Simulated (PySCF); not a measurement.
Ligands exchanged one at a time, B OH-H. Isolated molecules, 0 K electronic values unless said otherwise. One relaxed conformer stands for each flexible species; it need not be the lowest. Strings in code marks are SMILES.

The numbers are results of M06-2X/def2-TZVP // B3LYP-D3(BJ)/def2-TZVP in PySCF, not measurements. Excitations are Tamm–Dancoff values on a coarser integration grid. The basis has no diffuse functions, so Rydberg states are missing or too high.

```
species                                                                         S1 excitation (TDA) (eV)  S1–T1 gap (TDA) (eV)  S1 oscillator strength
------------------------------------------------------------------------------  ------------------------  --------------------  ----------------------
0 of 3 OH replaced by H (`B(O)(O)O`)                                                                8.69                  0.30                       ?
1 of 3 OH replaced by H (`B(O)O` (H–O–B–O torsion 180°, O–B–O–H torsion 180°))                      8.30                  0.54                   0.021
2 of 3 OH replaced by H (`BO`)                                                                         ?                  0.49                   0.000
3 of 3 OH replaced by H (`B`)                                                                          –                     –                       –
```

Task: Some entries are withheld; supply them.

Result: 
- 0 of 3 OH replaced by H (`B(O)(O)O`), S1 oscillator strength: 0.000
- 2 of 3 OH replaced by H (`BO`), S1 excitation (TDA) (eV): 6.47
